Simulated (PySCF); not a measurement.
# Ions at one geometry of HgI2

PySCF 2.14.0, RKS PBE0, Hg def2-SVP with ECP60, I def2-SVP with ECP28; non-relativistic Hamiltonian with scalar-relativistic core potentials where named; density fitting; no spin-orbit coupling; singlets restricted, open shells unrestricted. The geometry is relaxed for charge 0, singlet, vacuum:

```xyz
3

Hg    0.0000    0.0000    0.1148
I     2.6082    0.0000    0.1165
I    -2.6082    0.0000    0.1165
```

Energies count from the relaxed state; an electron taken off or put on is at rest in vacuum. Charges and spins are Mulliken's.

```
                     state  energy (eV)  spin squared  charge on Hg1 (e)  spin on Hg1 (e)  dipole about the centre of mass (D)
 charge 0, singlet, vacuum         0.00          0.00               0.40             0.00                                 0.00
charge -1, doublet, vacuum        -1.10          0.75               0.00             0.46                                 0.00
```

Problem. What does the state charge +1, doublet, vacuum give?

Solution. energy (eV) 9.55, spin squared 0.75, charge on Hg1 (e) 0.52, spin on Hg1 (e) -0.04, dipole about the centre of mass (D) 0.00.

With an electron taken off (doublet) the charges change, summed by element, by Hg +0.12 e, I +0.88 e. The vertical ionisation energy is 9.55 eV, against −ε(HOMO) = 7.69 eV of the relaxed state. The level lies 1.9 eV too high, as is usual for semilocal functionals and global hybrids, which keep a self-interaction error.

With an electron put on (doublet) the charges change, summed by element, by Hg -0.40 e, I -0.60 e. The vertical electron affinity is 1.10 eV, against −ε(LUMO) = 2.89 eV of the relaxed state. The basis has no diffuse functions, which an added electron needs. The added electron's level lies above zero.

Open shells may have lower solutions than those found.
